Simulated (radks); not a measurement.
The numbers below are computed, except where a source is named.
Task: Isoelectronic series with 18 electrons, each ion in its NIST ground configuration. Code: a radial shooting solver on a logarithmic mesh with Libxc functionals. Model: Dirac Kohn-Sham, BLYP, spin-unpolarised, spherical densities, point nucleus. Total energies (hartree) and orbital eigenvalues (eV) (* marks an orbital that is empty in some or all of the ions):

ion,configuration,E (hartree),3d5/2*,3d3/2*,3p3/2,3p1/2,3s1/2
Sr20+,[Ar],-2951.25582,-801.0890,-804.1397,-908.0523,-922.5845,-989.0196
Zr22+,[Ar],-3308.17913,-949.7961,-953.8190,-1065.899,-1084.602,-1156.616
Nb23+,[Ar],-3494.73803,-1028.701,-1033.287,-1149.454,-1170.556,-1245.386
Mo24+,[Ar],-3686.73546,-1110.638,-1115.845,-1236.102,-1259.828,-1337.496
Tc25+,[Ar],-3884.20315,-1195.608,-1201.495,-1325.847,-1352.440,-1432.964
Ru26+,[Ar],-4087.17405,-1283.609,-1290.240,-1418.692,-1448.408,-1531.811
Rh27+,[Ar],-4295.68232,-1374.641,-1382.085,-1514.642,-1547.756,-1634.058
Ag29+,[Ar],-4729.45399,-1565.799,-1575.087,-1715.876,-1756.671,-1848.842
Cd30+,[Ar],-4954.79223,-1665.925,-1676.253,-1821.169,-1866.284,-1961.426

Estimate the row of Pd28+ ([Ar]).

Result: E (hartree) -4509.76338; 3d5/2* -1468.705; 3d3/2* -1477.032; 3p3/2 -1613.702; 3p1/2 -1650.502; 3s1/2 -1739.728.
